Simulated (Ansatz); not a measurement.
Mulliken charges of CH4ClOSSi, SMILES `CO[Si](S)Cl` radical from B3LYP/def2-TZVPP in Ansatz (PBE0-D4/def2-TZVP geometry).

```csv
atom,x (Å),y (Å),z (Å),charge (e)
C1,-0.485,-1.378,-0.572,-0.112
O2,0.102,-0.772,0.563,-0.321
Si3,0.884,0.658,0.590,0.449
S4,-0.459,2.138,-0.188,-0.235
Cl5,1.370,0.964,2.564,-0.218
H6,-1.167,-2.152,-0.219,0.117
H7,-1.046,-0.655,-1.171,0.099
H8,0.280,-1.842,-1.201,0.105
H9,0.520,3.039,-0.367,0.116
```

**Question.** By hand: the dipole of these point charges (1 e Å = 4.8032 D).

**Answer.** Σ q r = (0.077, -0.173, -0.677) e Å, of length 0.703 e Å = 3.38 D.

**Question.** How does the dipole of the full density compare? (Estimate.)

**Answer.** Ansatz gave: (-0.023, -0.090, -0.434) e Å, 2.13 D; the point charges give 1.59 times that, at 10° from its direction.

Point charges leave out the atoms' own dipoles, such as those of lone pairs, and Mulliken's split depends on the basis, so the two needn't agree.

B3LYP here is the variant with VWN-RPA as its local correlation; programs differ in this.
